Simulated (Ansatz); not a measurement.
Calculation: Ansatz (a first-principles code) with frozen-core CCSD(T)/cc-pVTZ // B3LYP-D3(BJ)/def2-TZVP.

Ansatz 0.2 input:
```yaml
crystal:
  periodic: [false, false, false]
  atoms:
    - { symbol: Si, position_ang: [1.597354, -0.622894, 0.089884] }
    - { symbol: B, position_ang: [-0.064635, 0.502024, 0.095233] }
    - { symbol: Si, position_ang: [-1.881262, -0.277714, -0.284499] }
    - { symbol: S, position_ang: [-0.012886, 2.235061, 0.42856] }
    - { symbol: H, position_ang: [1.838461, -1.160105, -1.274345] }
    - { symbol: H, position_ang: [1.456419, -1.77919, 1.011194] }
    - { symbol: H, position_ang: [2.790823, 0.163598, 0.499879] }
    - { symbol: H, position_ang: [-1.867038, -0.950418, -1.609347] }
    - { symbol: H, position_ang: [-2.196387, -1.307272, 0.739838] }
    - { symbol: H, position_ang: [-2.966658, 0.735523, -0.282291] }
    - { symbol: H, position_ang: [1.305563, 2.432403, 0.645247] }
basis:
  gaussian: { orbitals: cc-pVTZ }
correlation:
  method: ccsd_t
```

Output:

```
Functional definition: HF
1306 factors; integrals over basis functions are off by at most 1.1e-3 eV
mean field evaluation 1: about -27323.4684 eV, gradient 1.8e1 eV
mean field evaluation 2: about -27323.7411 eV, gradient 1.9e1 eV
mean field evaluation 4: about -27325.9047 eV, gradient 1.9e0 eV
mean field evaluation 8: about -27325.9147 eV, gradient 1.0e-1 eV
mean field evaluation 16: about -27325.3177 eV, gradient 6.0e0 eV
mean field -27325.91475166 eV, -1004.2088449533 hartree, gradient 2.2e-6 eV, S^2 0.000000; 0 other end points of the search recorded, 0 dependent functions left out
16 core orbitals not correlated
reference -27325.91475166 eV, -1004.2088449533 hartree; 12, 12 occupied and 202, 202 virtual orbitals, 1306 factors
second order -14.53965974 eV of doubles, -0.00000000 eV of singles
cycle   1  -15.86979713 eV  change    -1.3e0 eV  update   1.0e-1
cycle   2  -16.40438109 eV  change   -5.3e-1 eV  update   3.3e-2
cycle   3  -16.49336679 eV  change   -8.9e-2 eV  update   1.7e-2
cycle   4  -16.48602793 eV  change    7.3e-3 eV  update   6.0e-3
cycle   5  -16.48347226 eV  change    2.6e-3 eV  update   2.4e-3
cycle   6  -16.48334928 eV  change    1.2e-4 eV  update   8.9e-4
cycle   7  -16.48347683 eV  change   -1.3e-4 eV  update   2.9e-4
cycle   8  -16.48358839 eV  change   -1.1e-4 eV  update   1.1e-4
cycle   9  -16.48358066 eV  change    7.7e-6 eV  update   3.5e-5
cycle  10  -16.48356680 eV  change    1.4e-5 eV  update   1.2e-5
perturbative correction -0.68494154 eV, -0.0251711373 hartree
Total energy: -27343.08326000 eV, -1004.8397759977 hartree
```

Cost: around 2.0 core-minutes (rough).
